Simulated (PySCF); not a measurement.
# Electronic structure of Sn(2+) (tin, charge +2) at the MN15 level

Configuration: [Kr] 4d10 5s2, closed-shell 1S. Calculation: PySCF 2.14, in x2c-SVPall; the spin-free X2C one-electron Hamiltonian (Gaussian nucleus).

```json
{
 "Total energy": "-6179.04 hartree",
 "One-electron energy": "-8456.28 hartree",
 "Hartree (Coulomb) energy": "2447.41 hartree",
 "Exchange-correlation energy": "-170.17 hartree",
 "⟨S²⟩": "0.0000",
 "⟨L²⟩": "0.000",
 "Sum of ⟨r⟩": "29.20 bohr",
 "Sum of ⟨r²⟩": "34.75 bohr²",
 "Langevin diamagnetic susceptibility": "-27.5 ×10⁻⁶ cm³/mol",
 "Time after the integrals": "1.1 s of wall time on 1 thread of Neoverse-N1 (shared host)"
}
```

```
shell  electrons  mean orbital energy (eV)  rms radius, mean of both spins (bohr)
   1s          2                  -29001.5                                 0.0333
   2s          2                   -4358.6                                  0.136
   2p          6                   -3942.9                                  0.121
   3s          2                   -847.63                                  0.366
   3p          6                   -713.03                                  0.365
   3d         10                   -494.37                                  0.342
   4s          2                   -153.74                                  0.874
   4p          6                   -111.44                                  0.949
   4d         10                   -47.122                                   1.19
   5s          2                   -27.998                                   2.38
```

Densities and radii are taken from the X2C orbitals without a picture-change correction, which distorts them close to the nucleus.
